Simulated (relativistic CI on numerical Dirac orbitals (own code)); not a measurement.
**Line list: Electric-dipole lines, In22+**

Computed by Dirac-Coulomb-Breit CI, separate exchange-only KLI orbitals for each configuration, model QED, unscaled Slater integrals (own radial code, finite nucleus).

Configurations in the expansion (outside the closed core [Ne]): 3s2.3p6.3d9, 3s2.3p5.3d10, 3s.3p6.3d10, 3s2.3p6.3d8.4s, 3s2.3p6.3d8.4p, 3s2.3p6.3d8.4d, 3s2.3p6.3d8.4f, 3s2.3p4.3d10.4s, 3s2.3p5.3d9.4s, 3s2.3p6.3d7.4s2, 3s2.3p4.3d10.4p, 3s2.3p6.3d7.4s.4p, 3s2.3p5.3d9.4p, 3s2.3p6.3d8.5s, 3s2.3p6.3d7.4p2, 3s2.3p4.3d10.4d, 3s2.3p6.3d8.5p, 3s.3p5.3d10.4s, 3s2.3p6.3d7.4s.4d, 3s2.3p5.3d9.4d, 3s2.3p6.3d8.5d, 3s.3p5.3d10.4p, 3s.3p6.3d9.4s, 3s2.3p6.3d7.4p.4d, 3s2.3p6.3d8.5f, 3s2.3p5.3d8.4s2, 3s2.3p6.3d8.5g, 3s.3p6.3d9.4p, 3s.3p5.3d10.4d, 3s2.3p6.3d7.4d2, 3s2.3p5.3d9.4f, 3p6.3d10.4s, 3s2.3p5.3d8.4s.4p, 3s2.3p6.3d8.6s, 3s2.3p6.3d8.6p, 3p6.3d10.4p. Levels of other configurations are missing.

```csv
λ vac (Å),Lower,Upper,A (s⁻¹),gf,Branching (%)
15.961,3s2.3p6.3d9 2D_5/2 [1],3s2.3p5.3d9.4d 2F°_7/2 [385],2.65e+12,8.08e-01,85.2
16.067,3s2.3p6.3d9 2D_5/2 [1],3s2.3p5.3d9.4d 2D°_5/2 [368],2.23e+12,5.17e-01,86.0
18.402,3s2.3p6.3d9 2D_5/2 [1],3s2.3p6.3d8.4f 2F°_7/2 [228],1.76e+12,7.15e-01,95.2
18.564,3s2.3p6.3d9 2D_3/2 [2],3s2.3p6.3d8.4f 2F°_5/2 [229],1.47e+13,4.57e+00,98.8
18.688,3s2.3p6.3d9 2D_5/2 [1],3s2.3p6.3d8.4f 2F°_7/2 [219],3.01e+13,1.26e+01,99.6
18.717,3s2.3p6.3d9 2D_5/2 [1],3s2.3p6.3d8.4f 2D°_5/2 [217],2.54e+13,8.01e+00,99.0
18.733,3s2.3p6.3d9 2D_3/2 [2],3s2.3p5.3d9.4s 2P°_3/2 [227],4.61e+12,9.69e-01,84.9
18.738,3s2.3p6.3d9 2D_5/2 [1],3s2.3p5.3d9.4s 4D°_5/2 [215],4.65e+12,1.47e+00,68.6
18.768,3s2.3p6.3d9 2D_3/2 [2],3s2.3p6.3d8.4f 2F°_5/2 [225],5.07e+12,1.61e+00,89.4
18.778,3s2.3p6.3d9 2D_3/2 [2],3s2.3p6.3d8.4f 2D°_3/2 [224],2.55e+13,5.39e+00,97.0
18.785,3s2.3p6.3d9 2D_5/2 [1],3s2.3p6.3d8.4f 2P°_3/2 [213],2.33e+13,4.93e+00,97.4
18.808,3s2.3p6.3d9 2D_3/2 [2],3s2.3p6.3d8.4f 2F°_5/2 [223],1.50e+13,4.78e+00,96.6
18.909,3s2.3p6.3d9 2D_3/2 [2],3s2.3p6.3d8.4f 2P°_1/2 [220],2.77e+13,2.97e+00,99.3
19.014,3s2.3p6.3d9 2D_5/2 [1],3s2.3p6.3d8.4f 2F°_7/2 [188],1.54e+12,6.69e-01,94.6
19.170,3s2.3p6.3d9 2D_5/2 [1],3s2.3p6.3d8.4f 4F°_5/2 [171],1.96e+12,6.48e-01,95.6
19.208,3s2.3p6.3d9 2D_5/2 [1],3s2.3p5.3d9.4s 2F°_7/2 [169],2.86e+12,1.27e+00,91.8
49.082,3s2.3p6.3d8.4p 2H°_11/2 [55],3s2.3p5.3d9.4p 2G_9/2 [348],1.08e+12,3.89e+00,74.7
49.201,3s2.3p6.3d8.4s 2G_9/2 [17],3s2.3p5.3d9.4s 2F°_7/2 [249],1.32e+12,3.84e+00,63.3
49.201,3s2.3p6.3d8.4s 2G_7/2 [18],3s2.3p5.3d9.4s 2F°_5/2 [250],1.36e+12,2.97e+00,76.3
49.542,3s2.3p6.3d9 2D_3/2 [2],3s2.3p5.3d10 2P°_1/2 [4],8.60e+11,6.33e-01,100.0
53.736,3s2.3p6.3d8.4s 4F_9/2 [6],3s2.3p5.3d9.4s 2F°_7/2 [222],3.06e+11,1.06e+00,35.7
56.522,3s2.3p6.3d8.4s 4F_9/2 [6],3s2.3p5.3d9.4s 4D°_7/2 [196],4.12e+11,1.58e+00,44.5
56.656,3s2.3p6.3d8.4s 2F_7/2 [7],3s2.3p5.3d9.4s 4F°_5/2 [205],4.88e+11,1.41e+00,18.0
56.692,3s2.3p6.3d8.4p 4G°_11/2 [28],3s2.3p5.3d9.4p 4F_9/2 [255],6.11e+11,2.94e+00,80.0
56.787,3s2.3p6.3d9 2D_5/2 [1],3s2.3p5.3d10 2P°_3/2 [3],5.33e+11,1.03e+00,91.1
56.886,3s2.3p6.3d8.4s 4F_7/2 [10],3s2.3p5.3d9.4s 4D°_5/2 [215],4.15e+11,1.21e+00,6.1
59.781,3s2.3p6.3d8.4s 4F_9/2 [6],3s2.3p5.3d9.4s 4F°_9/2 [156],2.11e+11,1.13e+00,87.0
151.20,3s2.3p6.3d8.4p 2G°_9/2 [23],3s2.3p6.3d8.4d 4G_9/2 [70],5.48e+10,1.88e+00,50.7
151.79,3s2.3p6.3d8.4p 4G°_7/2 [27],3s2.3p6.3d8.4d 4H_9/2 [84],7.09e+10,2.45e+00,68.7
152.44,3s2.3p6.3d8.4p 2G°_9/2 [23],3s2.3p6.3d8.4d 2H_11/2 [69],9.51e+10,3.98e+00,88.1
153.60,3s2.3p6.3d8.4p 4D°_7/2 [22],3s2.3p6.3d8.4d 4D_5/2 [67],8.65e+10,1.84e+00,87.5
154.20,3s2.3p6.3d8.4p 2H°_9/2 [38],3s2.3p6.3d8.4d 2I_11/2 [106],9.61e+10,4.11e+00,91.9
169.61,3s2.3p6.3d8.4d 4H_13/2 [72],3s2.3p6.3d8.4f 4I°_15/2 [137],7.93e+10,5.47e+00,100.0
171.29,3s2.3p6.3d8.4p 4G°_11/2 [28],3s2.3p6.3d8.4d 4H_13/2 [72],8.23e+10,5.07e+00,100.0
171.53,3s2.3p6.3d8.4p 4G°_9/2 [43],3s2.3p6.3d8.4d 4H_11/2 [91],8.19e+10,4.34e+00,99.7
172.43,3s2.3p6.3d8.4p 4F°_9/2 [32],3s2.3p6.3d8.4d 4G_11/2 [74],5.86e+10,3.13e+00,71.4
172.73,3s2.3p6.3d8.4p 2H°_11/2 [55],3s2.3p6.3d8.4d 2I_13/2 [111],7.99e+10,5.00e+00,100.0
214.93,3s2.3p6.3d8.4s 2G_9/2 [17],3s2.3p6.3d8.4p 2G°_9/2 [62],2.42e+10,1.68e+00,72.3
219.90,3s2.3p6.3d8.4s 4F_9/2 [6],3s2.3p6.3d8.4p 4F°_9/2 [32],1.82e+10,1.32e+00,60.8
223.59,3s2.3p6.3d8.4s 4P_5/2 [12],3s2.3p6.3d8.4p 4D°_7/2 [51],2.81e+10,1.68e+00,66.7
225.24,3s2.3p6.3d8.4s 2F_7/2 [7],3s2.3p6.3d8.4p 2F°_7/2 [33],2.09e+10,1.27e+00,8.1
225.73,3s2.3p6.3d8.4s 4F_9/2 [6],3s2.3p6.3d8.4p 4G°_11/2 [28],2.91e+10,2.66e+00,100.0
226.41,3s2.3p6.3d8.4s 4F_7/2 [10],3s2.3p6.3d8.4p 4G°_9/2 [43],2.84e+10,2.18e+00,98.1
230.15,3s2.3p6.3d8.4s 2G_9/2 [17],3s2.3p6.3d8.4p 2H°_11/2 [55],2.76e+10,2.63e+00,100.0
286.37,3s2.3p6.3d8.4s 4F_9/2 [6],3s2.3p6.3d8.4p 4D°_7/2 [22],1.14e+10,1.13e+00,55.4
```

Terms are leading LS components. Brackets give the number of a level in order of energy, since labels repeat. The list gives strong lines, with weight on those to low levels, without lines whose two gauges differ by over a factor of 2.5, among the lowest 400 of 3985 levels, so that lines to higher ones, which can be the strongest, are missing. Levels whose partners in the same complex of configurations lie outside the list can be far off, and so can their lines. Rates are taken at the computed energies, electric ones in the length gauge.

At this charge energies of transitions that change n are usually good to better than 1 %, and those within a shell (Δn = 0) to a few per cent.

LS names give the leading component of a level, which can be under half, so a name can repeat, a term be missing and a line seem to break the LS rules.
